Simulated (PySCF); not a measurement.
**Er(SH)3 relaxed at several levels**

Computed with PySCF 2.14.0, def2-SVP on the ligands, density fitting, scalar-relativistic core potentials, no spin-orbit coupling, vacuum. Each row is relaxed at its own level from the same template. Distances are means of the shortest metal–ligand contacts, charges and spins Mulliken's; removal energies are rigid, with the ligand's formal charge and no counterpoise, so too large; for an anion taken off a cation in vacuum most of it is the attraction of opposite charges, and multiply charged cations can part far more cheaply with an electron moved from ligand to metal. lcecp potentials hold a fixed number of 4f electrons in the core, out of states, spins and gaps.

```json
{"level": "B3LYP", "basis on the metal": "lcecp-1-SVP with ECP57", "point group": "C3h", "M–SH (Å)": "2.570", "charge on M (e)": "0.74", "dipole (D)": "0.16", "removal of one SH (eV)": "9.24", "strongest infrared band, degenerate modes summed (cm⁻¹)": "311", "unstable modes (below −25 cm⁻¹)": "0"}
```

**Question.** What does the calculation give for PBE0, lcecp-1-SVP with ECP57?

**Answer.** point group: C3, nearly planar, M–SH (Å): 2.553, charge on M (e): 0.82, dipole (D): 0.18, removal of one SH (eV): 9.27, strongest infrared band, degenerate modes summed (cm⁻¹): 317, unstable modes (below −25 cm⁻¹): 0.
```xyz
7

Er    0.0000    0.0000    0.8576
S     2.5169   -0.4236    0.9006
H     2.8352    0.8928    0.9433
S    -0.8916    2.3915    0.9006
H    -2.1908    2.0089    0.9433
S    -1.6253   -1.9679    0.9006
H    -0.6444   -2.9018    0.9433
```

Moved off a saddle point of the template and relaxed again: B3LYP, PBE0. One start shape was tried for each, so a minimum needn't be the lowest isomer.
